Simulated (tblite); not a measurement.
Species: C3H3F2O2 (doublet state).
Numbering: `[CH3:1][C:2](=[O:3])[O:4][C:5]([F:6])[F:7]` (hydrogens: H8, H9, H10 on C1)

Structure optimised with GFN2-xTB, isolated species. This method treats the open shell by occupation alone, without spin polarisation.

Task: List the bond lengths, angles and torsions at this level.

Result: 
```json
{"bond": "C1–C2", "length (Å)": "1.494", "order": "single"}
{"bond": "C2=O3", "length (Å)": "1.193", "order": "double"}
{"bond": "C2–O4", "length (Å)": "1.385", "order": "single"}
{"bond": "O4–C5", "length (Å)": "1.335", "order": "single"}
{"bond": "C5–F6, C5–F7", "length (Å)": "1.331", "order": "single"}
{"bond": "C1–H8, C1–H9, C1–H10", "length (Å)": "1.087", "order": "single"}
```

Bonds in one row agree within 0.01 Å and their mean is given. Orders are formal, as drawn. A selection of angles:
```json
{"angle": "C2–C1–H8", "degrees": "109.6"}
{"angle": "H8–C1–H9", "degrees": "108.0"}
{"angle": "H8–C1–H10", "degrees": "110.3"}
{"angle": "C1–C2–O3", "degrees": "128.3"}
{"angle": "C1–C2–O4", "degrees": "109.0"}
{"angle": "O3–C2–O4", "degrees": "122.7"}
{"angle": "C2–O4–C5", "degrees": "122.9"}
{"angle": "O4–C5–F6", "degrees": "119.4"}
{"angle": "O4–C5–F7", "degrees": "112.5"}
{"angle": "F6–C5–F7", "degrees": "110.4"}
```

Torsions: C1–C2–O4–C5 -179° (antiperiplanar); C2–O4–C5–F6 -42° (synclinal). The mirror-image conformer, all signs reversed, is as good.

Of the pairs four or more bonds apart, O3···F6 is among the closest relative to their van der Waals radii: 2.74 Å, 92 % of the sum of Bondi's values. C2 (carbon bonded to C and 2 O) is planar (angles 128.3°, 122.7° and 109.0°, sum 360.0°, 0.00 Å off the plane of its three neighbours). The 3 C–O bonds span 1.193 Å (C2=O3, drawn double) to 1.385 Å (C2–O4, drawn single), a spread of 0.192 Å. C5 (carbon bonded to 2 F and O) is pyramidal (angles 119.4°, 112.5° and 110.4°, sum 342.2°, 0.33 Å off the plane of its three neighbours). O4 (oxygen bonded to 2 C) is bent (angle 122.9°).

Point group: C1 (no symmetry element, even within 0.4 Å). Its GFN2-xTB frequencies are all real (lowest 18 cm⁻¹). 2 starts were optimised and ended at 0.00 and 0.13 kcal/mol (GFN2-xTB); the lowest of these is shown.

All values are computed, not measured.
